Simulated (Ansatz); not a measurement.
**Question.** Name a neutral molecule of As, O, Si and H with size of the dipole moment (B3LYP/def2-TZVPP) between 0.95 and 1.25 D and HOMO–LUMO gap (B3LYP/def2-TZVPP) between 6.10 and 6.40 eV (Ansatz, PBE0-D4/def2-TZVP geometry).

**Answer.** `[SiH3]O[AsH2]` (1.02 D, 6.33 eV). Other molecules can fit too; these were computed, each in one conformer that needn't be the lowest.

B3LYP here is the variant with VWN-RPA as its local correlation; programs differ in this.
